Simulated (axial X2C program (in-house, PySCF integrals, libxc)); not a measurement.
## What spin–orbit coupling does to CoN⁺

All values were computed with an in-house relativistic program for diatomic molecules. Spin-free means the one-electron spin-free X2C Hamiltonian; two-component (2c) means X2C with spin–orbit coupling and atomic mean-field two-electron Coulomb and Gaunt terms, so the difference of the two also holds small scalar two-electron terms. Basis: Co dyall-cv3z [9s10p6d3f2g], N dyall-av3z [7s7p3d2f] (cores contracted in-house); Gaussian nuclei, density fitting, unrestricted open shells. Masses: Co 58.933 u, N 14.003 u.

Spin-free state: M_S = 5/2, Λ = 0 (beyond evenly filled blocks: σα, π+α, π-α, δ+α, δ-α); fragments Co+ + N.

```
 level  Re (Å)  ωe (cm⁻¹)  μ (D)
r2SCAN   1.738      620.9  -3.30
```

Dipoles are positive if N is the positive end and refer to the centre of mass.

Two-component determinant lowest at the distance of the search:

Ω = 7/2 (⟨Sz⟩ = 0.50, ⟨Lz⟩ = 3.00 at r2SCAN); fragments Co+ + N.

| level | Re (Å) | ωe (cm⁻¹) | μ (D) |
| --- | --- | --- | --- |
| r2SCAN | 1.674 | 630.2 | -2.79 |

Task: From the two tables, how do the constants change at the r2SCAN level (2c against spin-free)?

Result: At the r2SCAN level Re goes down by 0.064 Å and ωe rises by 9.3 cm⁻¹. The two determinants differ in configuration, so these shifts compare two states and are not the spin–orbit effect on one state.

One determinant describes the state; a PBE0 search over occupations chose it and may have missed a lower one. De is not given where an atomic determinant may have missed its ground term or J level, or where the truncated virtual space spoils (T). Density functionals use the spin component along the axis (collinear). Other states lie close and PBE0, whose exact exchange favours high spin, may order them wrongly; the determinant shown need not be the ground state. The nearest other spin-free determinant of the search, M_S = 5/2, Λ = 3, lies 0.12 eV up at the distance of the search. Without a current term, density functionals place determinants with orbital angular momentum somewhat too high. With several unpaired electrons one determinant need not be a pure state. At some level and bond length an empty orbital lies below a filled one.
